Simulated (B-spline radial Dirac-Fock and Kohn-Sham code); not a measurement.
Model: ΔSCF Dirac-Fock with Breit, self-energy and vacuum polarisation, finite nucleus, configuration average. Program: a B-spline atomic structure program. Free neutral atoms.

Task: Order these X-ray lines by photon energy, lowest first.
A. Zn Kα2
B. Pm Lβ7
C. Pb Lβ1
D. Hf Lβ7
E. Hf Lγ1
F. Er Lβ2

Result: B (6414.5 eV), F (8180.9 eV), A (8614.7 eV), D (9490.4 eV), E (10512.8 eV), C (12612.4 eV).

Values without a named source are computed, but for edge energies of neutral atoms, which are taken from tables.
